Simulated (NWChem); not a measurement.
# H₃BO₂; SMILES OBO

```xyz
6

B     -0.4687    -0.0204     0.0000
H     -1.6792    -0.0123     0.0000
O      0.1556    -1.2191     0.0000
H      1.1155    -1.1202     0.0000
O      0.2730     1.1205     0.0000
H     -0.2651     1.9165     0.0000
```
Atoms are numbered in this order, from 1.

Level: PBE0/def2-SVP (NWChem), optimised geometry, unscaled harmonic frequencies. 

| frequency (cm⁻¹) | IR intensity (km/mol) |
|---|---|
| 487 | 38.4 |
| 528 | 180.0 |
| 642 | 83.3 |
| 939 | 38.3 |
| 971 | 78.5 |
| 1021 | 88.3 |
| 1125 | 17.5 |
| 1253 | 155.7 |
| 1497 | 382.5 |
| 2625 | 159.3 |
| 3878 | 65.6 |
| 3941 | 102.6 |

The zero-point energy is 27.0 kcal/mol, the thermal correction to the enthalpy at 298.15 K (with zero-point energy) is 29.8 kcal/mol and the heat capacity Cv is 11.1 cal/(mol K). The entropy at 298.15 K and 1 atm (symmetry number 1) is 61.0 cal/(mol K) and the dipole moment comes out as 1.64 D.

Rigid rotor and harmonic oscillator.
